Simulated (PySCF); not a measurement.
**Computed properties of C3H7BF2, SMILES CCCB(F)F**

B(F)2(nPr) (C₃H₇BF₂), SMILES B(F)(F)CCC. Geometry optimised at r2SCAN-D4/def2-SVP. The values are those of a single conformer. All values are computed for the isolated molecule unless a solvent is named; none is compared with measurement here.

**Structure.** The optimised structure has Cs symmetry. All 33 harmonic modes at r2SCAN-D4/def2-SVP (PySCF) are real, so it is a minimum. With heavy atoms numbered as in [B:1]([F:2])([F:3])[CH2:4][CH2:5][CH3:6], the shortest bond between them is B1–F3 at 1.327 Å and the longest B1–C4 at 1.560 Å.

**Vibrations.** The strongest infrared lines (harmonic, unscaled, degenerate partners summed) lie at 1427 cm⁻¹ (309 km/mol, B 54 %, C 17 %, H 15 %, F 14 %), 1383 cm⁻¹ (254 km/mol, B 45 %, H 27 %, C 15 %, F 13 %), 1191 cm⁻¹ (55 km/mol, H 52 %, C 21 %, B 17 %, F 10 %). The softest mode is at 39 cm⁻¹ and the zero-point energy is 64.7 kcal/mol.

**Electronic structure.** CAM-B3LYP/def2-TZVP (PySCF) places the frontier levels at -10.83 and 1.39 eV, a gap of 12.22 eV, and gives a dipole moment of 1.72 D and a mean polarisability of 49.7 bohr³. PBE/def2-TZVP (PySCF) at the same geometry gives -7.87 and -0.69 eV, so its gap is 5.04 eV narrower. An orbital gap is neither the optical nor the fundamental gap.

**Excitations.** TDA-ωB97X/def2-SVPD (PySCF) has S1 at 8.66 eV (143 nm, f = 0.017, weak); the most intense of the 10 singlets computed lies at 10.56 eV (f = 0.24). T1 (TDA) is at 7.80 eV, 0.86 eV under S1. TDA-PBE/def2-SVPD (PySCF) puts S1 at 7.31 eV. No vertical singlet excitation falls in the visible range (under 3.1 eV).

**NMR.** GIAO shifts at PBE0/pcSseg-1 (PySCF) (non-relativistic, atoms alike by connectivity averaged): ¹³C from 18.7 to 21.5 ppm against TMS; ¹H from 1.2 to 1.7 ppm against TMS; ¹⁹F at -73.7 ppm against CFCl3; ¹¹B at 18.5 ppm against BF3.
